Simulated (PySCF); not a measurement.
## How methods differ on the excitation energy of Pb

Pb [Xe] 4f14 5d10 6s2 6p2 (3P) → Pb [Xe] 4f14 5d10 6s1 6p2 7s1 (5P), as a difference of total energies. All numbers are calculated (PySCF 2.14, the spin-free X2C one-electron Hamiltonian (Gaussian nucleus), in aug-cc-pVTZ-DK3). Correlated levels: valence: [Xe] 4f14 5d10 frozen. The calculations carry no spin-orbit coupling.

```json
{"method": "UHF", "excitation energy (eV)": "9.662"}
{"method": "MP2 (valence)", "excitation energy (eV)": "10.326"}
{"method": "SCS-MP2 (valence)", "excitation energy (eV)": "10.589"}
{"method": "CCSD (valence)", "excitation energy (eV)": "10.461"}
{"method": "CCSD(T) (valence)", "excitation energy (eV)": "10.484"}
```

Problem. How much does correlation contribute at CCSD(T) (valence)?

Solution. 10.484 − (9.662) = 0.822 eV, measured against UHF.

Spin-orbit coupling is strong in these open shells (close to jj coupling). The scalar numbers leave it out and a first-order estimate fails, so it can dominate the gap to the real levels.

The upper state lies above the first ionisation limit. A Rydberg-like electron needs more diffuse functions than a valence basis has.

The promoted electron is Rydberg-like, and one or two diffuse shells describe it only roughly, which tends to raise the upper state.
